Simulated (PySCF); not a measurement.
Input of a run (PBE0-D3(BJ)/def2-SVP geometry optimisation, gas phase (PySCF 2.14.0)), started from GFN2-xTB:
```
{"job": {"xc": "PBE0", "basis": "def2-SVP", "d3": "d3bj", "grid": 1, "shake": 0.01, "kind": "geom"}, "charge": 0, "multiplicity": 1}
C     -3.421930    -0.411170     0.210160
C     -2.229610    -1.319460     0.298690
C     -1.367040    -0.104120     0.659760
C      0.011530     0.064710    -0.075600
C      0.935520    -1.073820     0.301780
C      2.164870    -1.154590    -0.590620
C      3.141390     0.007860    -0.393200
Si     2.255410     1.667880    -0.681800
C      0.584080     1.440370     0.247190
C     -2.506270     0.825700     0.264760
H     -4.058270    -0.486870    -0.682990
H     -4.084450    -0.450040     1.084550
H     -2.312280    -2.099300     1.032620
H     -1.969290    -1.745600    -0.653490
H     -1.169620    -0.065930     1.745260
H     -0.221870     0.007080    -1.140960
H      1.260920    -0.916080     1.345980
H      0.387200    -2.009020     0.266220
H      1.842970    -1.201970    -1.629250
H      2.663730    -2.092210    -0.372840
H      3.965110    -0.105080    -1.076740
H      3.541860    -0.050830     0.611350
H      3.009130     2.798270    -0.143770
H      2.008920     1.877750    -2.119740
H     -0.109650     2.202360    -0.044080
H      0.724820     1.536480     1.306300
H     -2.772010     1.595670     0.977720
H     -2.339390     1.281630    -0.714860
```

Output (energies in Eh, forces in Eh/bohr):
```
step   0  E = -642.40464213  max force = 0.033314
step   1  E = -642.41426046  max force = 0.004135
step   2  E = -642.41454662  max force = 0.001447
step   3  E = -642.41465648  max force = 0.001061
step   4  E = -642.41477363  max force = 0.002511
step   5  E = -642.41488733  max force = 0.002660
step   6  E = -642.41497547  max force = 0.001619
step   7  E = -642.41502054  max force = 0.000497
step   8  E = -642.41503216  max force = 0.000985
step   9  E = -642.41503492  max force = 0.000750
step  10  E = -642.41503483  max force = 0.000247
optimisation converged
```

**Question.** Summarise the run.

**Answer.** The energy falls by 6.5 kcal/mol over 11 energy and gradient evaluations, the largest force component goes from 0.0333 to 2.5e-04 Eh/bohr, and the atoms move by 0.144 Å rms after alignment. The bond that changes most is C3–C4 (four-membered-ring carbon to sp3 CH carbon), which shortens by 0.051 Å. Bonds longer at the end by more than 0.005 Å: 20 of 29; shorter: 3. Among the angles that change most is C1–C2–H13, from 114.7° to 118.2°. Among the dihedrals that turn most is H13–C2–C3–H15, from -16° to -30°. The energy never rose by more than 1e-6 Eh on the way. The first step brought 93 % of the lowering.

**Question.** What are the final bond lengths?

**Answer.** C1–C2 1.540 Å, C2–C3 1.545 Å, C3–C4 1.520 Å, C4–C5 1.533 Å, C5–C6 1.529 Å, C6–C7 1.533 Å, C7–Si8 1.885 Å, Si8–C9 1.885 Å, C3–C10 1.544 Å, C1–C10 1.540 Å, C4–C9 1.536 Å, C1–H11 1.100 Å, C1–H12 1.101 Å, C2–H13 1.101 Å, C2–H14 1.103 Å, C3–H15 1.105 Å, C4–H16 1.109 Å, C5–H17 1.107 Å, C5–H18 1.103 Å, C6–H19 1.105 Å, C6–H20 1.103 Å, C7–H21 1.102 Å, C7–H22 1.105 Å, Si8–H23 1.497 Å, Si8–H24 1.500 Å, C9–H25 1.103 Å, C9–H26 1.106 Å, C10–H27 1.100 Å, C10–H28 1.103 Å. Numbering counts from 1 in the input's order; the species is `C1[C@@H](CCC[SiH2]1)C1CCC1`.

The run used 234 basis functions and 65 SCF cycles in all.

No frequency check. The numbers are those of one conformer.
